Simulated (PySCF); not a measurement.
A PySCF script (with the pyscf-properties extension) for the NMR shieldings of SMILES B1CCC[C@@H]1n1cccc1, C$_{8}$H$_{12}$BN, on a PBE0-D3(BJ)/def2-SVP geometry:

```python
import basis_set_exchange as bse
import numpy as np
from pyscf import gto, dft
from pyscf.prop import nmr

atoms = """
B    -1.493080   -0.553609   -1.399613
C    -2.457613    0.350838   -0.569533
C    -1.839297    0.414886    0.834763
C    -1.111733   -0.922245    1.005151
C    -0.487392   -1.250498   -0.365132
N     0.836088   -0.679094   -0.545656
C     1.100987    0.590889   -0.991189
C     2.467336    0.781853   -0.985392
C     3.050127   -0.424281   -0.515103
C     2.018025   -1.301686   -0.251932
H    -1.510310   -0.750194   -2.590175
H    -2.769880    1.310597   -1.008319
H    -3.383532   -0.270308   -0.551271
H    -1.109530    1.240799    0.876798
H    -2.570760    0.602601    1.636194
H    -0.364990   -0.916946    1.814209
H    -1.846525   -1.710267    1.246854
H    -0.393948   -2.335327   -0.530357
H     0.294461    1.267558   -1.273701
H     2.987398    1.687499   -1.290365
H     4.110684   -0.630493   -0.384591
H     2.028285   -2.324792    0.118584
"""
names = dict.fromkeys(["B", "C", "N", "H"], "pcSseg-1")
basis = {el: gto.basis.parse(bse.get_basis(n, elements=[el], fmt="nwchem")) for el, n in names.items()}
mol = gto.M(atom=atoms, basis=basis, charge=0, verbose=0)
mf = dft.RKS(mol, xc="PBE0")
mf.grids.level = 2
mf.grids.alignment = dft.numint.BLKSIZE   # the property module wants whole blocks of grid points
mf.conv_tol = 1e-9
mf.kernel()

calc = nmr.RKS(mf)   # GIAO
C = mf.mo_coeff
Co = C[:, mf.mo_occ > 0]
resp = mf.gen_response(singlet=True, hermi=2)
def vind(x):   # induced exchange potential for any number of trial vectors
    d = np.einsum("pi,xij,qj->xpq", C, 2 * x.reshape(-1, C.shape[1], Co.shape[1]), Co, optimize=True)
    return np.einsum("xpq,pi,qj->xij", resp(d - d.transpose(0, 2, 1)), C, Co, optimize=True).ravel()
mo1, _ = nmr.rhf.solve_mo1(calc, with_cphf=vind)
sigma = calc.kernel(mo1)
for i, s in enumerate(sigma):   # ppm
    print("%2d %-2s %9.2f" % (i, mol.atom_pure_symbol(i), np.trace(s) / 3))
```

Problem. What does it print?

Solution. 
```
 0 B       9.47
 1 C     147.90
 2 C     156.08
 3 C     145.08
 4 C     129.60
 5 N      73.51
 6 C      63.14
 7 C      70.02
 8 C      70.09
 9 C      59.57
10 H      23.30
11 H      28.91
12 H      30.57
13 H      29.44
14 H      29.33
15 H      29.22
16 H      29.80
17 H      27.24
18 H      25.55
19 H      25.07
20 H      24.92
21 H      24.75
```

These numbers come from an equivalent density-fitted implementation of the same equations, which agrees with the script to about 0.01 ppm for H and up to a few tenths of a ppm for heavy atoms, so last digits may differ.

Problem. Turn these shieldings into chemical shifts. References, each an isolated molecule treated in the same way: 11B (100.73 ppm) against BF3·OEt2; 13C (184.41 ppm), 1H (31.27 ppm) against TMS; NH3 for 15N (265.67 ppm).

Solution. Averaging equivalent atoms: B 0: 91.3; C 6/9: 123.0; C 7/8: 114.3; C 4: 54.8; C 3: 39.3; C 1: 36.5; C 2: 28.3; N 5: 192.2; H 10: 7.97; H 19/20: 6.27; H 18/21: 6.11; H 17: 4.02; H 11: 2.35; H 15: 2.04; H 14: 1.93; H 13: 1.83; H 16: 1.46; H 12: 0.70 ppm. Experimental scales use liquid or dissolved standards, which lie at an offset from isolated NH3 (liquid NH3: subtract about 20 ppm). Unscaled 15N shifts of sp2 nitrogen come out 20 to 40 ppm too high even then.

Size and cost of the density-fitted run: 230 basis functions, 60 s wall time on 1 thread of an Arm Neoverse V2, shared host; peak memory 1.1 GiB.
